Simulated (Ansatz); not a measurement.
Geometry optimisation, RKS PBE/def2-SVP in Ansatz 0.2.0.

Input file:

```yaml
crystal:
  periodic: [false, false, false]
  atoms:
    - { symbol: Ti, position_ang: [0.0, 0.0, 0.0] }
    - { symbol: O, position_ang: [0.0, 0.0, 1.92] }
    - { symbol: Si, position_ang: [-1.3147, -0.4067, 2.8836] }
    - { symbol: H, position_ang: [-2.239, -1.2403, 2.1204] }
    - { symbol: H, position_ang: [-0.8506, -1.1432, 4.0557] }
    - { symbol: H, position_ang: [-1.9987, 0.8095, 3.3133] }
    - { symbol: O, position_ang: [1.8106, 0.0, -0.6394] }
    - { symbol: H, position_ang: [2.1269, -0.9521, -0.756] }
    - { symbol: F, position_ang: [-0.8619, 1.4933, -0.6094] }
    - { symbol: O, position_ang: [-0.9043, -1.5667, -0.6394] }
    - { symbol: H, position_ang: [-1.359, -2.0324, 0.133] }
basis:
  gaussian: { orbitals: def2-SVP }
hamiltonian:
  xc: pbe
relax:
  f_tol: 0.02
  max_steps: 40
output:
  orbitals: {}
```

Run as:

```bash
$ ansatz run input.yaml --threads 4 --pin off --max-ram 5120MiB --backend cpu --events-out ev --progress --plain --runs-dir out
```

**Question.** Where does it end, and by what steps?

**Answer.** The forces met the threshold. The force dipped under the threshold on the way, but the program's further checks kept it going. After 22 steps the energy has fallen by 0.808 eV; H11 moved furthest, 1.34 Å.

```csv
step,energy less start (eV),largest force component (eV/Å),accepted
0,0.0000,2.476,yes
1,-0.5740,0.946,yes
2,-0.6702,0.292,yes
3,-0.7235,0.495,yes
4,-0.7479,0.179,yes
5,-0.7574,0.072,yes
6,-0.7624,0.062,yes
7,-0.7693,0.345,yes
8,-0.7798,0.049,yes
9,-0.7829,0.144,yes
10,-0.7870,0.197,yes
11,-0.7521,1.120,no
12,-0.7981,0.043,yes
13,-0.8016,0.019,yes
14,-0.8011,0.350,no
15,-0.8030,0.112,yes
16,-0.8038,0.074,yes
17,-0.8066,0.032,yes
18,-0.8073,0.033,yes
19,-0.8076,0.030,yes
20,-0.8079,0.035,yes
21,-0.8080,0.034,yes
22,-0.8081,0.020,yes
```

```xyz
11
Properties=species:S:1:pos:R:3
Ti -0.174 -0.155 -0.107
O -0.973 -0.424 1.481
Si -1.337 -0.355 3.120
H -2.445 -1.328 3.417
H -0.127 -0.724 3.935
H -1.783 1.032 3.488
O 1.611 -0.229 0.090
H 2.255 -0.747 -0.425
F -0.609 1.441 -0.732
O -0.699 -1.399 -1.283
H -1.309 -2.152 -1.202
```

Run time: 50 s on 4 threads of Arm Neoverse V1 (shared host), peak memory 0.21 GiB.
